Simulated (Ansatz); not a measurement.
Reaction (ligand exchange at the Sn–F bond): `[F][Sn]([SH])([Cl])[Cl]` + H₂S → `[SH][Sn]([SH])([Cl])[Cl]` + H–F

Computed with Ansatz on PBE0-D4/def2-TZVP structures; ΔE is electronic, products minus reactants. CCSD(T)/CBS adds triple-zeta CCSD(T) − MP2 to the extrapolated MP2 energy (def2 sets, frozen cores). This one scheme is used for every species. DFT in def2-TZVPP. B3LYP here is the variant with VWN-RPA as its local correlation; programs differ in this. HSE06 is defined as in plane-wave codes. def2 core potentials past Kr. For Sn outer-core shells are correlated without core-valence functions, which leaves a few kJ/mol of doubt a bond. One conformer a species, not always the lowest.

Task: Is it downhill or uphill in electronic energy at CCSD(T)/CBS, and by how much? (Best estimate.)

Result: Computed: Downhill: ΔE = -4.6 kcal/mol.

Task: What do these levels give: HSE06-D4, CAM-B3LYP-D4, ωB97M-V, BLYP, B3LYP, r2SCAN0, CAM-B3LYP, CCSD(T)/def2-SVP, HF/def2-TZVPP, CCSD(T)/def2-TZVPP, MP2/def2-QZVPP, HF/CBS(def2)? (An estimate is asked.)

Result: Computed: HSE06-D4 -5.6, CAM-B3LYP-D4 -1.2, ωB97M-V -2.8, BLYP 0.6, B3LYP -0.8, r2SCAN0 -3.7, CAM-B3LYP 0.3, CCSD(T)/def2-SVP -1.5, HF/def2-TZVPP -0.1, CCSD(T)/def2-TZVPP -4.0, MP2/def2-QZVPP -6.4, HF/CBS(def2) 1.0 kcal/mol.

Task: What do rigid-rotor, harmonic-oscillator terms from PBE0-D4/def2-TZVP frequencies (298.15 K, 1 bar) make of the CCSD(T)/CBS value? (Estimate.)

Result: Computed: ΔZPE = +1.0 kcal/mol, ΔH = -3.2 kcal/mol, ΔS = -16 J/(mol·K), ΔG = -2.1 kcal/mol.

Largest T1 diagnostic among the species: 0.012.

From PBE to PBE0 (25 % exact exchange), in def2-TZVPP and without D4, ΔE moves by −1.3 kcal/mol. At CCSD(T), def2-SVP lies +3.1 kcal/mol from the extrapolated value and def2-TZVPP +0.6 kcal/mol. In def2-TZVPP, CCSD(T) changes the Hartree–Fock value by −3.9 kcal/mol (the triples alone add −0.6 kcal/mol) and MP2 by −6.3 kcal/mol.
